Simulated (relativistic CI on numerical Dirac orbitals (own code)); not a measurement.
Pt⁶⁺: 4d photoemission

Computed with this model: Dirac-Coulomb-Breit CI, orbitals from a KLI potential per configuration, model QED (radiative potential, 1s self-energy scaled to tabulated hydrogen-like ionisation energies), valence Slater integrals scaled by 0.8, multiplet model of photoemission in the sudden approximation; configurations [Xe] 4f14 5d4 → [Kr] 4d9 4f14 5s2 5p6 5d4; 80 K; Lorentzian 4.9 eV and Gaussian 0.6 eV FWHM. Energies are those of the free ion, without screening or charge transfer. The energies are binding energies and can lie tens of eV above those of solids. S is read from ⟨S²⟩ = S(S + 1).

Computed curve for free ion, scaled to 100 at the maximum (points under 2 are left out and the grid is thinned):

(Energy (eV), Intensity): (398.0, 2.1), (399.2, 2.4), (400.8, 2.9), (402.0, 3.3), (403.6, 4.2), (404.8, 5.0), (406.0, 6.1), (407.6, 8.2), (408.8, 10.7), (410.0, 14.4), (411.6, 23.2), (412.8, 35.4), (414.4, 66.2), (415.6, 94.8), (416.8, 95.9), (418.4, 61.3), (419.6, 40.6), (421.2, 25.2), (422.4, 19.7), (423.6, 16.7), (425.2, 14.0), (426.4, 12.9), (427.6, 13.0), (429.2, 15.7), (430.4, 20.6), (432.0, 34.4), (433.2, 52.2), (434.4, 65.0), (436.0, 50.1), (437.2, 32.9), (438.8, 18.7), (440.0, 13.0), (441.2, 9.5), (442.8, 6.6), (444.0, 5.2), (445.2, 4.2), (446.8, 3.3), (448.0, 2.8), (449.6, 2.3), (450.8, 2.0)

The ground state has S = 1.59, and the centroid lies at 423.49 eV.
